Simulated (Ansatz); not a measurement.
Relaxation of the cluster Rb₂H with UKS B3LYP-D4/def2-TZVP.

```sh
$ ansatz run in.yaml --threads 4 --pin off --events-out ev --progress --plain --max-ram 3916MiB
```

```yaml
crystal:
  periodic: [false, false, false]
  atoms:
    - {symbol: Rb, position_ang: [0.193500, 1.018410, 2.517160]}
    - {symbol: Rb, position_ang: [0.350690, -0.906530, -2.532820]}
    - {symbol: H, position_ang: [-0.544190, -0.111880, 0.015660]}
basis:
  gaussian: {orbitals: def2-TZVP}
magnetization: {spin_polarized: true, initial_magnetization: 1}
hamiltonian: {xc: {name: B3LYP}, dispersion: d4}
scf: {omitted_lower_state_checks: [starts]}
output: {orbitals: {seedname: orbitals}}
relax: {f_tol: 0.02, max_steps: 100}
```

Run time 25 s (4 threads of Intel Xeon on a shared host).

Positions (Å) and forces (eV/Å) at steps 1, 2, 3, 4, 5, 6, 7, 8 of 8:

```xyz
3
step=1 energy=-1327.4792 eV
Rb    0.194    1.018    2.517   -0.040   -0.048   -0.102
Rb    0.351   -0.907   -2.533   -0.054    0.037    0.126
H    -0.544   -0.112    0.016    0.094    0.011   -0.023
3
step=2 energy=-1327.4975 eV
Rb    0.178    1.002    2.485   -0.044   -0.084   -0.191
Rb    0.332   -0.896   -2.496   -0.056    0.063    0.195
H    -0.510   -0.106    0.012    0.100    0.020   -0.004
3
step=3 energy=-1327.5584 eV
Rb    0.168    0.940    2.329    0.001   -0.036   -0.094
Rb    0.310   -0.837   -2.332    0.016    0.016    0.033
H    -0.478   -0.103    0.003   -0.017    0.020    0.061
3
step=4 energy=-1327.5618 eV
Rb    0.181    0.935    2.310    0.006   -0.031   -0.083
Rb    0.323   -0.829   -2.318    0.018    0.017    0.032
H    -0.504   -0.106    0.008   -0.024    0.014    0.050
3
step=5 energy=-1327.5858 eV
Rb    0.275    0.908    2.188    0.028   -0.010   -0.042
Rb    0.421   -0.773   -2.227    0.011    0.029    0.069
H    -0.696   -0.136    0.039   -0.039   -0.019   -0.027
3
step=6 energy=-1327.6069 eV
Rb    0.362    0.863    2.022    0.060    0.035    0.057
Rb    0.493   -0.693   -2.062    0.059   -0.009   -0.055
H    -0.856   -0.170    0.040   -0.119   -0.026   -0.001
3
step=7 energy=-1327.6087 eV
Rb    0.458    0.866    1.977   -0.049   -0.034   -0.060
Rb    0.587   -0.661   -2.033   -0.068    0.018    0.084
H    -1.044   -0.205    0.056    0.117    0.016   -0.024
3
step=8 energy=-1327.6158 eV
Rb    0.424    0.858    1.975    0.003    0.003    0.005
Rb    0.550   -0.664   -2.019    0.002   -0.001   -0.004
H    -0.974   -0.194    0.044   -0.005   -0.001   -0.001
```

In the def2 sets Rb takes a core potential; there is no spin–orbit coupling. The structure comes from a short search, and lower isomers may exist.
